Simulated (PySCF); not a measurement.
A structure optimised at PBE-D3(BJ)/def2-TZVP, used in a PySCF frequency run:

```xyz
2

Hg     0.0000     0.0000    -1.0293
I      0.0000     0.0000     1.5536
```
Charge +1, spin multiplicity 1.

Question: Write its SMILES, formula and point group.

Answer: [I][Hg+], HgI, C∞v

Question: What are its rotational constants (standard atomic weights)?

Answer: 0.97463 GHz (linear rotor, B only)
